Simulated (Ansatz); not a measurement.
`C=C[SiH2][SiH2]Cl` + HBr → `C=C[SiH2]Br` + `[SiH3]Cl` at 500 K and 1 bar (cleavage of the Si–Si bond).

Calculated with Ansatz (gas phase, PBE0-D4/def2-TZVP geometries, no zero-point term in ΔE). CCSD(T)/CBS is the MP2 limit (def2-TZVPP, def2-QZVPP) plus CCSD(T) − MP2 in def2-TZVPP, frozen cores. This one scheme is used for every species. For Br outer-core shells are correlated without core-valence functions, which leaves a few kJ/mol of doubt a bond. Scalar relativity is left out up to krypton. Each species was taken in one conformer, which may not be the lowest.

```csv
species,CCSD(T)/CBS energy (Eh),H − E (kJ/mol),S (J/(mol·K))
`C=C[SiH2][SiH2]Cl`,-1118.27482,260.2,460.0
HBr,-2573.91920,30.5,213.7
`C=C[SiH2]Br`,-2941.53535,198.9,385.8
`[SiH3]Cl`,-750.69636,92.3,281.7
```

H − E and S are ideal-gas, rigid-rotor, harmonic terms from PBE0-D4/def2-TZVP, for one conformer and one mirror image of each species. 1 Eh = 2625.50 kJ/mol, R = 8.31446 J/(mol·K).

Question: By hand: ΔE, ΔH, ΔS and ΔG.

Answer: ΔE = (-2941.53535) + (-750.69636) − (-1118.27482) − (-2573.91920) = -0.03769 Eh = -99.0 kJ/mol. Δ(H − E) = 198.9 + 92.3 − 260.2 − 30.5 = 0.5, so ΔH = -98.5 kJ/mol. ΔS = 385.8 + 281.7 − 460.0 − 213.7 = -6.2 J/(mol·K). ΔG = -98.5 − 500 × (-6.2)/1000 = -95.4 kJ/mol.

Question: By hand: the equilibrium constant, and the temperature at which ΔG would vanish if ΔH and ΔS stayed fixed.

Answer: log₁₀ K = −ΔG/(RT ln 10) = 10.0. ΔG = 0 at ΔH/ΔS = 15887 K, far beyond where these terms or the molecules hold.

The number of gas molecules stays the same, so ΔS is small and ΔH decides. A doubt of 5 kJ/mol in ΔE shifts log₁₀ K by 0.5 here. Other conformers and mirror images would add mixing entropy, several J/(mol·K) or more a flexible species. Modes under 60 cm⁻¹, often nearly free rotors, make the harmonic entropy too high. These are equilibria of isolated gas molecules and say nothing of rates. Largest T1 diagnostic: 0.011 (customary marks: 0.02 for closed shells, 0.045 for open ones).
